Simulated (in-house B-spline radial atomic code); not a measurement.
Settings and results of a run for Pt⁸⁺ (an excited or competing configuration). Computed with an all-electron radial atomic-structure program (B-spline basis): Dirac-Hartree-Fock, average of configuration, Fermi nucleus of rms radius 5.427 fm.

Command:
```bash
python run_scf.py task.json out
```
Settings (nuclear radius in fm, mass in u):
```
Z                78
configuration    [Xe] 4f13 5d2 8g1
hamiltonian      dirac
method           hf
spin_polarised   False
nucleus          fermi
rms_radius       5.427
atomic_mass      194.96479
speed_of_light   137.035999084
```

Output (hartree, bohr):
```
 radial grid: 71 intervals, B-splines of order 8, outer radius 34.9425 bohr

 iter        energy (Eh)    residual
    1      -18400.230636    8.28e-01
    2      -18408.329520    5.02e-01
    3      -18411.881797    8.16e-02
    4      -18411.982319    2.75e-02
    5      -18411.988286    7.17e-03
    6      -18411.988888    3.75e-03
    7      -18411.989067    1.04e-04
    8      -18411.989067    2.55e-05
    9      -18411.989067    1.18e-06
   10      -18411.989067    7.55e-08

 total energy                    -18411.98907
 kinetic                           21050.9631
 electron-nucleus                 -45891.7520
 electron-electron                  6428.7999

 first-order corrections (not in the total)
   Gaunt                            23.1744
   retardation                      -2.4575
   frequency dependence             -0.4374
   self-energy                      17.1912
   Uehling                          -3.4296
   Wichmann-Kroll                    0.1472
   recoil                            0.0315

 orbital      occ     eigenvalue          <r>       <r^2>       <1/r>       <r^4>       r_max    small
 1s1/2      2.000     -2905.7554    0.0171502 0.000406173     93.8893 4.52481e-07     0.01062  8.75e-02
 2s1/2      2.000      -520.6557    0.0716602  0.00614001     23.0442 6.62018e-05     0.06139  2.00e-02
 2p1/2      2.000      -498.2185    0.0591424  0.00436765     22.9594 3.97075e-05     0.04539  2.01e-02
 2p3/2      4.000      -434.5734    0.0675315  0.00555396     18.8505 6.06183e-05     0.05262  1.79e-02
 3s1/2      2.000      -129.3173     0.186179   0.0397912     8.47484   0.0023996      0.1726  6.69e-03
 3p1/2      2.000      -119.3051     0.176685   0.0364329      8.3741  0.00210962      0.1614  6.62e-03
 3p3/2      4.000      -105.1143     0.191987   0.0428127     7.31088  0.00288206       0.176  6.01e-03
 3d3/2      4.000       -88.6625     0.167689   0.0330244     7.18739  0.00193459      0.1375  5.86e-03
 3d5/2      6.000       -85.6348     0.172376   0.0347679     6.94275  0.00212454      0.1416  5.69e-03
 4s1/2      2.000       -33.6647     0.413761    0.193224     3.57049   0.0538294      0.3898  2.24e-03
 4p1/2      2.000       -29.3697     0.416987    0.197799     3.45953   0.0578483      0.3888  2.14e-03
 4p3/2      4.000       -25.9240     0.448479    0.228525      3.1099    0.077075       0.418  1.93e-03
 4d3/2      4.000       -18.8677     0.458199    0.242514     2.90153   0.0929216      0.4122  1.73e-03
 4d5/2      6.000       -18.2154     0.468828    0.253655     2.81719    0.101492      0.4215  1.67e-03
 5s1/2      2.000        -9.6834     0.919828    0.943191     1.47837     1.25103      0.8569  5.84e-04
 5p1/2      2.000        -8.0886     0.973607     1.06045     1.38173     1.60432      0.8982  5.25e-04
 5p3/2      4.000        -7.4098      1.04196     1.21272     1.26657     2.08698      0.9633  4.68e-04
 4f5/2      5.571        -9.2056     0.493339    0.291178      2.4644    0.163714      0.3806  1.32e-03
 4f7/2      7.429        -9.0688     0.499469    0.298352     2.43222    0.171729      0.3851  1.29e-03
 5d3/2      0.800        -5.2852      1.20689     1.63841     1.07388     3.92513       1.092  3.54e-04
 5d5/2      1.200        -5.1935      1.23081     1.70263     1.04909     4.22602       1.116  3.41e-04
 8g7/2      0.444        -0.6472      9.25738     97.3627    0.150555     12639.2       10.57  1.95e-05
 8g9/2      0.556        -0.6474      9.25489     97.3096    0.150598     12625.4       10.56  1.95e-05
```

Run time, properties included: 3 s on 1 thread of Arm Neoverse N1 (shared host).

For the Dirac Hamiltonian the kinetic term is c α·p + (β - 1)c².
